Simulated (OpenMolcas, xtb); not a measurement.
**C3H5Ga (SMILES C#[C][GaH][CH3]): methods side by side**

C3H5Ga has 9 atoms, charge 0, and is taken as a singlet. SMILES: `C#[C][GaH][CH3]`. The shape is that of a PBE0-D4/def2-TZVP optimisation.

Quantity: the dipole moment, in D. The values are calculated.

| level | kind | program | value (D) |
| --- | --- | --- | --- |
| GFN0-xTB | semi-empirical | xtb | 1.05 |
| HF/6-31G* (spherical functions) | Hartree–Fock | OpenMolcas | 0.55 |
| SVWN5/6-31G* (spherical functions) | LDA | OpenMolcas | 0.80 |
| BLYP/6-31G* (spherical functions) | GGA | OpenMolcas | 0.78 |
| revPBE/6-31G* (spherical functions) | GGA | OpenMolcas | 0.77 |
| r2SCAN/6-31G* (spherical functions) | meta-GGA | OpenMolcas | 0.72 |
| BHLYP/6-31G* (spherical functions) | global hybrid | OpenMolcas | 0.64 |
| PBE0/6-31G* (spherical functions) | global hybrid | OpenMolcas | 0.70 |

All-electron rows without a relativistic Hamiltonian named are non-relativistic. The values span 0.55 to 1.05 D. Magnitudes only.
